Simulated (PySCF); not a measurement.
**Frontier orbitals and the lowest excitations**

Species: CHF3O2S.
Cartesian coordinates in Å at the GFN2-xTB level; atoms count from 1:
```
atom  x, y, z in Å
O1    -0.9734    1.6470   -0.3976
S2    -0.8547    0.2500   -0.2714
O3    -1.4183   -0.6493   -1.2013
F4    -1.4504   -0.1611    1.1917
C5     0.8738   -0.2607    0.1378
F6     1.5335   -0.2140   -1.0215
F7     1.3681    0.6587    0.9587
H8     0.9304   -1.2613    0.5791
```

Computed, not measured: TDDFT B3LYP/def2-SVPD, vertical, gas phase, core orbitals frozen in the response in PySCF.

Frontier orbitals with the atoms that hold most of them (Löwdin shares over 4%, at most four atoms; ? is withheld):

| orbital | ε (eV) | atoms |
| --- | --- | --- |
| HOMO-3 | -11.79 | O1 33%, O3 29%, F4 22%, S2 13% |
| HOMO-2 | -10.78 | O1 42%, O3 40%, S2 11% |
| HOMO-1 | -10.27 | ? |
| HOMO | ? | ? |
| LUMO | -0.94 | S2 30%, O1 15%, O3 14%, C5 14% |
| LUMO+1 | -0.75 | S2 29%, C5 18%, F4 17%, O1 13% |
| LUMO+2 | 0.27 | S2 31%, F7 14%, C5 12%, O3 11% |

(1) Which atoms hold the HOMO-1, and with what shares?

(2) Give the leading atoms of the HOMO.

(3) What is the HOMO energy, and the HOMO–LUMO gap?

Results:

(1) O1 (bonded to S) 29%; O3 (bonded to S) 22%; C5 (bonded to 2 F, S and H) 13%; S2 (bonded to C, F and 2 O) 11%. By element: oxygen 52%, carbon 13%, sulfur 11%.

(2) O3 (bonded to S) 45%; O1 (bonded to S) 30%; F4 (bonded to S) 8%; S2 (bonded to C, F and 2 O) 8%. By element: oxygen 75%, fluorine 8% or more, sulfur 8%.

(3) ε(HOMO) = -10.20 eV; the gap is 9.26 eV (0.3403 hartree).

Task: How does S1 compare with the orbital gap of 9.26 eV?

Result: S1 is at 7.81 eV (f = 0.0033), 1.45 eV below the gap, made of HOMO→LUMO (69%), HOMO-2→LUMO (11%), HOMO→LUMO+1 (10%). 

Next come S2 at 7.99 eV (f 0.0099), HOMO-1→LUMO (75%), HOMO→LUMO (11%), HOMO-1→LUMO+1 (9%); S3 at 8.16 eV (f 0.0024), HOMO→LUMO+1 (69%), HOMO-1→LUMO+1 (12%); S4 at 8.50 eV (f 0.102), HOMO-1→LUMO+1 (64%), HOMO→LUMO+1 (13%), HOMO-2→LUMO (12%); S5 at 8.67 eV (f 0.031), HOMO-2→LUMO+1 (44%), HOMO-2→LUMO (38%).

Löwdin shares depend on the basis, the more so with diffuse functions.

One conformer stands for the species.
